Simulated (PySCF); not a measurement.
Method: PBE-D3(BJ)/def2-TZVP // PBE0-D3(BJ)/def2-SVP in PySCF 2.14.0. Isolated molecules, 0 K electronic values unless said otherwise. One relaxed conformer stands for a flexible species; it need not be the lowest. Excitations are Tamm–Dancoff values on a coarser integration grid. The basis has no diffuse functions, so Rydberg states are missing or too high.

Reference species (SMILES): `[SiH3][SiH2][Si]([SiH3])([SiH3])[SiH3]` (Si–Si–Si–Si torsion 180°) (neutral, multiplicity 1).

- LUMO: -1.37 eV
- S1 oscillator strength: 0.000
- S1 excitation (TDA): 5.52 eV
- HOMO–LUMO gap: 5.32 eV

After one change: the LUMO falls by 2.02 eV; the S1 oscillator strength is nearly the same; the S1 excitation (TDA) decreases by 1.89 eV; the HOMO–LUMO gap decreases by 2.12 eV.

Q: Which change was made? The new species is one of these.
A) `[SiH3][Si]([SiH3])([SiH3])[SiH2]S` (Si–Si–Si–S torsion -59°, Si–Si–S–H torsion -180°)
B) `N#C[SiH2][Si]([SiH3])([SiH3])[SiH3]`
C) `B[SiH2][Si]([SiH3])([SiH3])[SiH3]`
D) `[SiH3][Si]([SiH3])([SiH3])[SiH2]Cl` (Si–Si–Si–Cl torsion 59°)

A: C, `B[SiH2][Si]([SiH3])([SiH3])[SiH3]`
